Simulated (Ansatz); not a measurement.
Sn₂₁H₃₂, a nanocrystal cut from cubic tin, relaxed as a singlet with RKS PBE-D4/def2-SVP in Ansatz, starting from a model built from a lattice or polyhedron. Force threshold 0.03 eV/Å.

In the def2 sets Sn takes a core potential; there is no spin–orbit coupling. Single mean-field runs in def2-SVP are fitted with def2-universal-jkfit.

Start:

Cartesian coordinates in Å:
```
Sn 4.139 -3.796 -1.221
Sn -3.127 -2.083 -3.919
Sn -4.503 -1.173 0.373
Sn -0.194 -2.482 -0.426
Sn 2.719 0.339 -2.548
Sn -1.610 1.674 -1.741
Sn 1.351 1.244 1.731
Sn 5.691 -0.051 0.926
Sn -2.982 2.529 2.516
Sn -0.060 5.412 0.405
Sn -1.003 -3.533 -2.888
Sn 1.977 -3.930 0.589
Sn 4.870 -1.135 -1.557
Sn -2.359 -2.656 1.388
Sn -5.309 -2.238 -2.106
Sn -3.756 1.511 0.062
Sn 3.530 -0.203 2.744
Sn -0.785 1.090 3.545
Sn 0.546 0.208 -0.755
Sn 2.091 3.932 1.414
Sn -2.211 5.253 2.228
H 5.470 -4.724 -0.609
H 3.661 -4.460 -2.716
H -3.611 -2.716 -5.418
H -2.668 -0.435 -4.112
H -5.840 -1.270 1.507
H 2.232 -0.294 -4.081
H 3.157 1.980 -2.736
H -2.082 1.031 -3.252
H -1.136 3.319 -1.952
H 6.999 -0.953 1.559
H 6.152 1.568 0.770
H -4.288 2.465 3.660
H -0.555 4.773 -1.120
H 0.409 7.070 0.197
H -1.453 -5.204 -2.686
H 0.329 -3.439 -3.988
H 1.513 -5.600 0.770
H 2.460 -3.320 2.111
H 6.188 -1.021 -2.658
H -2.836 -4.299 1.618
H -1.832 -1.983 2.927
H -5.745 -3.893 -1.901
H -6.628 -1.334 -2.729
H -5.079 2.411 -0.559
H 3.059 -1.881 2.945
H 3.986 0.416 4.271
H -1.275 -0.528 3.750
H -0.330 1.749 5.066
H 3.425 4.034 0.328
H 2.573 4.588 2.951
H -3.545 6.160 1.571
H -1.726 5.878 3.754
```

| step | energy (eV) | largest force component (eV/Å) | SCF passes |
| --- | --- | --- | --- |
| 1 | -122989.7306 | 0.735 | 19 |
| 2 (rejected) | -122989.6634 | 1.043 | 26 |
| 3 | -122989.9800 | 0.083 | 19 |
| 4 | -122990.0390 | 0.044 | 19 |
| 5 | -122990.0786 | 0.023 | 19 |
| 6 | -122990.1008 | 0.079 | 18 |
| 7 (rejected) | -122990.0996 | 0.091 | 19 |
| 8 | -122990.1087 | 0.007 | 19 |
| 9 | -122990.1108 | 0.011 | 19 |
| 10 | -122990.1109 | 0.028 | 20 |

Force components are those of the run's own axes.

End:

Cartesian coordinates in Å:
```
Sn 4.124 -3.839 -1.243
Sn -3.248 -2.397 -4.021
Sn -4.572 -1.194 0.346
Sn -0.218 -2.536 -0.379
Sn 2.704 0.325 -2.495
Sn -1.626 1.644 -1.693
Sn 1.341 1.255 1.805
Sn 5.689 -0.032 0.951
Sn -2.998 2.637 2.554
Sn 0.068 5.663 0.624
Sn -0.901 -3.513 -2.938
Sn 1.943 -4.120 0.512
Sn 4.897 -1.144 -1.512
Sn -2.456 -2.780 1.320
Sn -5.347 -2.261 -2.149
Sn -3.794 1.505 0.097
Sn 3.600 -0.090 2.835
Sn -0.796 1.259 3.647
Sn 0.552 0.163 -0.676
Sn 2.156 3.918 1.345
Sn -2.225 5.331 2.223
H 5.470 -4.810 -0.726
H 3.640 -4.429 -2.804
H -3.771 -3.353 -5.378
H -2.908 -0.804 -4.615
H -5.926 -1.293 1.441
H 2.197 -0.292 -4.039
H 3.139 1.993 -2.723
H -2.078 1.016 -3.249
H -1.141 3.295 -1.934
H 7.101 -0.842 1.561
H 6.129 1.628 0.687
H -4.339 2.571 3.668
H -0.353 5.404 -1.038
H 0.615 7.309 0.767
H -1.115 -5.237 -2.838
H 0.433 -3.243 -4.022
H 1.431 -5.781 0.545
H 2.405 -3.688 2.129
H 6.232 -1.048 -2.631
H -2.957 -4.447 1.339
H -2.028 -2.351 2.947
H -5.945 -3.872 -1.888
H -6.663 -1.340 -2.814
H -5.141 2.420 -0.531
H 3.209 -1.727 3.258
H 4.105 0.715 4.291
H -1.213 -0.368 4.091
H -0.277 2.074 5.094
H 3.382 3.929 0.111
H 2.903 4.530 2.793
H -3.538 6.256 1.560
H -1.890 5.994 3.795
```

By distances, no bond broke or formed. The bond that changes most is Sn9–Sn16, from 2.77 to 2.82 Å (atoms count from 1).

The force fell under the threshold at step 5, but the optimiser went on and released 0.032 eV more. No frequencies were taken in this run, so the end may be a saddle point.

Hardware: 11 threads of AMD EPYC 7R13 on a shared host and a whole NVIDIA H100 80GB HBM3. Wall time 40 s, peak host memory 1.5 GiB.
